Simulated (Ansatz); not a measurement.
Born–Oppenheimer molecular dynamics of a periodic cell of 17 atoms, Ba$_{16}$H (host Ba, host structure bcc, interstitial H). It goes on from the last frame of an earlier run, with new velocities.

All numbers below come from Ansatz 0.2.0, DFT PBEsol, scalar-relativistic, plane waves, PAW. Settings: accuracy low, cutoff 420 eV, k mesh 2x2x2, fermi-dirac smearing 0.05 eV, no spin polarisation.

```
ensemble                      : NVE (velocity Verlet)
time step                     : 0.5 fs
steps asked                   : 260
starting velocities drawn for : 2100 K
seed                          : 562142
```

Frames 2.5 fs apart, positions in Å.

Velocities at 20 fs (Å/ps):

```
Ba -2.91 -1.42 3.27
Ba 3.75 -0.11 -5.12
Ba 1.98 -0.50 -3.44
Ba -1.73 -0.58 -0.21
Ba 0.08 5.76 7.03
Ba 1.20 1.64 -8.98
Ba -1.59 1.25 1.59
Ba 3.64 -3.17 -4.92
Ba -1.71 3.92 5.85
Ba -1.56 1.46 -1.32
Ba 1.28 1.13 -5.23
Ba -0.48 -0.93 -4.15
Ba 1.78 -5.63 2.67
Ba -4.08 -3.21 9.41
Ba 0.35 1.85 0.35
Ba 0.10 -1.02 3.29
H -12.41 -60.47 -10.81
```

```xyz
17
Lattice="10.0400 0.0000 0.0000 0.0000 10.0400 0.0000 0.0000 0.0000 10.0400" Properties=species:S:1:pos:R:3 time_fs=20 energy_less_start_eV=-0.010 T=2105
Ba -0.288 0.055 0.039
Ba 4.636 0.095 0.238
Ba 0.042 4.721 0.243
Ba 0.226 0.119 5.221
Ba 3.074 2.431 2.525
Ba 4.645 5.042 -0.370
Ba 4.786 -0.757 5.078
Ba 7.319 2.486 2.741
Ba 0.478 5.316 5.043
Ba 2.441 7.823 2.186
Ba 2.581 2.507 7.402
Ba 4.608 5.110 4.466
Ba 7.814 7.932 2.461
Ba 7.214 2.369 7.192
Ba 2.699 7.605 7.785
Ba 7.945 7.388 8.005
H 2.337 5.198 -0.398
17
Lattice="10.0400 0.0000 0.0000 0.0000 10.0400 0.0000 0.0000 0.0000 10.0400" Properties=species:S:1:pos:R:3 time_fs=22.5 energy_less_start_eV=0.006 T=2097
Ba -0.295 0.052 0.048
Ba 4.646 0.095 0.225
Ba 0.046 4.719 0.234
Ba 0.221 0.117 5.221
Ba 3.074 2.446 2.542
Ba 4.648 5.046 -0.392
Ba 4.782 -0.753 5.082
Ba 7.328 2.478 2.729
Ba 0.474 5.326 5.057
Ba 2.437 7.827 2.182
Ba 2.584 2.510 7.389
Ba 4.606 5.108 4.455
Ba 7.818 7.918 2.468
Ba 7.204 2.361 7.216
Ba 2.699 7.609 7.786
Ba 7.945 7.385 8.013
H 2.300 5.053 -0.433
17
Lattice="10.0400 0.0000 0.0000 0.0000 10.0400 0.0000 0.0000 0.0000 10.0400" Properties=species:S:1:pos:R:3 time_fs=25 energy_less_start_eV=0.015 T=2093
Ba -0.302 0.049 0.056
Ba 4.655 0.095 0.212
Ba 0.051 4.718 0.226
Ba 0.217 0.116 5.220
Ba 3.073 2.460 2.560
Ba 4.652 5.050 -0.414
Ba 4.778 -0.750 5.086
Ba 7.337 2.471 2.717
Ba 0.469 5.336 5.072
Ba 2.433 7.830 2.179
Ba 2.588 2.513 7.376
Ba 4.606 5.106 4.445
Ba 7.822 7.903 2.475
Ba 7.194 2.353 7.239
Ba 2.700 7.614 7.787
Ba 7.945 7.383 8.021
H 2.264 4.915 -0.488
17
Lattice="10.0400 0.0000 0.0000 0.0000 10.0400 0.0000 0.0000 0.0000 10.0400" Properties=species:S:1:pos:R:3 time_fs=27.5 energy_less_start_eV=0.009 T=2096
Ba -0.309 0.046 0.064
Ba 4.666 0.094 0.198
Ba 0.056 4.717 0.217
Ba 0.212 0.114 5.220
Ba 3.073 2.474 2.578
Ba 4.656 5.054 -0.436
Ba 4.774 -0.746 5.090
Ba 7.346 2.463 2.704
Ba 0.465 5.346 5.086
Ba 2.429 7.833 2.176
Ba 2.591 2.516 7.364
Ba 4.605 5.104 4.436
Ba 7.826 7.889 2.482
Ba 7.184 2.346 7.263
Ba 2.700 7.618 7.788
Ba 7.944 7.380 8.029
H 2.242 4.781 -0.566
17
Lattice="10.0400 0.0000 0.0000 0.0000 10.0400 0.0000 0.0000 0.0000 10.0400" Properties=species:S:1:pos:R:3 time_fs=30 energy_less_start_eV=-0.022 T=2111
Ba -0.315 0.043 0.072
Ba 4.676 0.094 0.185
Ba 0.061 4.715 0.209
Ba 0.208 0.113 5.219
Ba 3.072 2.488 2.595
Ba 4.660 5.058 -0.458
Ba 4.771 -0.742 5.094
Ba 7.355 2.454 2.692
Ba 0.460 5.355 5.101
Ba 2.425 7.837 2.173
Ba 2.594 2.519 7.351
Ba 4.605 5.102 4.426
Ba 7.830 7.874 2.489
Ba 7.174 2.338 7.287
Ba 2.700 7.622 7.790
Ba 7.944 7.378 8.036
H 2.244 4.646 -0.668
17
Lattice="10.0400 0.0000 0.0000 0.0000 10.0400 0.0000 0.0000 0.0000 10.0400" Properties=species:S:1:pos:R:3 time_fs=32.5 energy_less_start_eV=-0.060 T=2129
Ba -0.322 0.041 0.080
Ba 4.687 0.093 0.171
Ba 0.066 4.714 0.200
Ba 0.203 0.111 5.218
Ba 3.070 2.502 2.612
Ba 4.664 5.061 -0.479
Ba 4.768 -0.738 5.098
Ba 7.364 2.446 2.680
Ba 0.455 5.365 5.115
Ba 2.420 7.840 2.170
Ba 2.597 2.522 7.338
Ba 4.604 5.101 4.417
Ba 7.834 7.859 2.496
Ba 7.163 2.330 7.311
Ba 2.700 7.626 7.791
Ba 7.943 7.375 8.043
H 2.268 4.507 -0.794
17
Lattice="10.0400 0.0000 0.0000 0.0000 10.0400 0.0000 0.0000 0.0000 10.0400" Properties=species:S:1:pos:R:3 time_fs=35 energy_less_start_eV=-0.066 T=2132
Ba -0.328 0.038 0.087
Ba 4.697 0.093 0.157
Ba 0.071 4.713 0.192
Ba 0.199 0.109 5.217
Ba 3.068 2.516 2.630
Ba 4.668 5.065 -0.500
Ba 4.765 -0.734 5.102
Ba 7.374 2.438 2.667
Ba 0.450 5.374 5.129
Ba 2.416 7.842 2.166
Ba 2.600 2.525 7.326
Ba 4.605 5.099 4.407
Ba 7.838 7.844 2.503
Ba 7.153 2.322 7.334
Ba 2.699 7.630 7.792
Ba 7.942 7.373 8.050
H 2.305 4.366 -0.937
17
Lattice="10.0400 0.0000 0.0000 0.0000 10.0400 0.0000 0.0000 0.0000 10.0400" Properties=species:S:1:pos:R:3 time_fs=37.5 energy_less_start_eV=0.006 T=2097
Ba -0.333 0.036 0.095
Ba 4.709 0.092 0.143
Ba 0.076 4.711 0.183
Ba 0.194 0.107 5.215
Ba 3.066 2.530 2.647
Ba 4.673 5.069 -0.521
Ba 4.762 -0.729 5.106
Ba 7.383 2.430 2.655
Ba 0.445 5.383 5.144
Ba 2.411 7.845 2.163
Ba 2.603 2.529 7.314
Ba 4.605 5.098 4.399
Ba 7.841 7.829 2.510
Ba 7.143 2.314 7.358
Ba 2.698 7.634 7.793
Ba 7.941 7.371 8.057
H 2.346 4.234 -1.082
17
Lattice="10.0400 0.0000 0.0000 0.0000 10.0400 0.0000 0.0000 0.0000 10.0400" Properties=species:S:1:pos:R:3 time_fs=40 energy_less_start_eV=0.165 T=2020
Ba -0.339 0.034 0.103
Ba 4.720 0.092 0.129
Ba 0.081 4.710 0.175
Ba 0.190 0.105 5.214
Ba 3.064 2.543 2.664
Ba 4.677 5.072 -0.542
Ba 4.759 -0.725 5.110
Ba 7.392 2.422 2.643
Ba 0.439 5.393 5.158
Ba 2.406 7.848 2.160
Ba 2.607 2.532 7.302
Ba 4.606 5.097 4.390
Ba 7.844 7.813 2.518
Ba 7.133 2.307 7.382
Ba 2.697 7.638 7.794
Ba 7.940 7.368 8.063
H 2.383 4.128 -1.209
17
Lattice="10.0400 0.0000 0.0000 0.0000 10.0400 0.0000 0.0000 0.0000 10.0400" Properties=species:S:1:pos:R:3 time_fs=42.5 energy_less_start_eV=0.321 T=1945
Ba -0.344 0.033 0.110
Ba 4.732 0.091 0.115
Ba 0.086 4.709 0.166
Ba 0.185 0.103 5.213
Ba 3.061 2.557 2.681
Ba 4.682 5.076 -0.563
Ba 4.757 -0.720 5.114
Ba 7.402 2.414 2.630
Ba 0.434 5.402 5.172
Ba 2.401 7.851 2.158
Ba 2.610 2.534 7.290
Ba 4.607 5.096 4.381
Ba 7.847 7.798 2.525
Ba 7.124 2.299 7.406
Ba 2.696 7.643 7.795
Ba 7.939 7.366 8.069
H 2.412 4.076 -1.290
17
Lattice="10.0400 0.0000 0.0000 0.0000 10.0400 0.0000 0.0000 0.0000 10.0400" Properties=species:S:1:pos:R:3 time_fs=45 energy_less_start_eV=0.335 T=1938
Ba -0.349 0.031 0.117
Ba 4.743 0.091 0.100
Ba 0.092 4.707 0.157
Ba 0.180 0.101 5.212
Ba 3.058 2.570 2.698
Ba 4.687 5.079 -0.583
Ba 4.755 -0.715 5.118
Ba 7.411 2.406 2.618
Ba 0.428 5.411 5.186
Ba 2.396 7.853 2.155
Ba 2.613 2.537 7.277
Ba 4.608 5.096 4.373
Ba 7.850 7.782 2.533
Ba 7.114 2.291 7.429
Ba 2.695 7.646 7.796
Ba 7.937 7.364 8.075
H 2.430 4.097 -1.306
17
Lattice="10.0400 0.0000 0.0000 0.0000 10.0400 0.0000 0.0000 0.0000 10.0400" Properties=species:S:1:pos:R:3 time_fs=47.5 energy_less_start_eV=0.229 T=1989
Ba -0.354 0.030 0.125
Ba 4.755 0.090 0.086
Ba 0.098 4.706 0.149
Ba 0.175 0.099 5.210
Ba 3.054 2.583 2.715
Ba 4.691 5.082 -0.603
Ba 4.753 -0.709 5.122
Ba 7.420 2.399 2.606
Ba 0.423 5.420 5.199
Ba 2.391 7.855 2.152
Ba 2.616 2.539 7.264
Ba 4.609 5.096 4.365
Ba 7.852 7.766 2.540
Ba 7.104 2.284 7.453
Ba 2.693 7.651 7.798
Ba 7.935 7.362 8.081
H 2.436 4.189 -1.260
```

Of the whole run (130 fs, mean temperature of the second half 1541 K): The conserved energy stayed within 0.025 meV per atom of its start (net change 0.015 meV per atom), so the integration is sound. A run of 0.13 ps of so small a system gives no equilibrium averages. Limits of this set-up: coarse k mesh, odd electron count without spin, a small cell, in which the defect meets its images, a typed lattice constant that wasn't relaxed here, low accuracy level.

The run took 29 min on 4 threads of Intel(R) Xeon(R) Platinum 8259CL CPU @ 2.50GHz (Skylake/Cascade Lake), with other jobs on the host, peak memory 3.4 GiB.
